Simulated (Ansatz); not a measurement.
`C[C@@]1(F)N[Si@@H]1N`, relaxed with RKS PBE0-D4/def2-TZVP in Ansatz 0.2.0 from a PBE-D4/def2-SVP geometry. The force threshold is 0.005 eV/Å; the program also tests the step.

Total charge 0; spin multiplicity 1.

Start:

```xyz
13

C     0.600   -1.381   -1.398
C    -0.031   -0.675   -0.222
F    -1.178   -1.421    0.164
N     0.790   -0.288    0.888
Si   -0.004    1.127    0.342
N    -1.201    1.881    1.327
H     0.979   -2.379   -1.082
H     1.451   -0.799   -1.799
H    -0.134   -1.545   -2.211
H     1.429   -0.874    1.434
H     0.760    2.227   -0.333
H    -1.548    2.813    1.093
H    -1.912    1.315    1.797
```

Question: How much energy does the relaxation release, and in how many steps? (Best estimate.)

Answer: Ansatz gave: 2.01 kcal/mol, in 14 steps, 2 of them rejected.

Question: Which bonds change most? (Estimate.)

Answer: Ansatz gave: C2–Si5 from 1.888 to 1.852 Å; Si5–N6 from 1.724 to 1.690 Å; N4–Si5 from 1.713 to 1.682 Å; Si5–H11 from 1.499 to 1.482 Å.

Question: Give the relaxed structure. (Best estimate.)

Answer: The calculation gave: 
```xyz
13

C     0.609   -1.352   -1.371
C    -0.073   -0.691   -0.213
F    -1.184   -1.478    0.135
N     0.708   -0.315    0.930
Si   -0.040    1.074    0.345
N    -1.212    1.865    1.271
H     1.002   -2.330   -1.069
H     1.439   -0.740   -1.727
H    -0.090   -1.507   -2.195
H     1.465   -0.841    1.336
H     0.721    2.119   -0.380
H    -1.455    2.828    1.112
H    -1.889    1.369    1.826
```
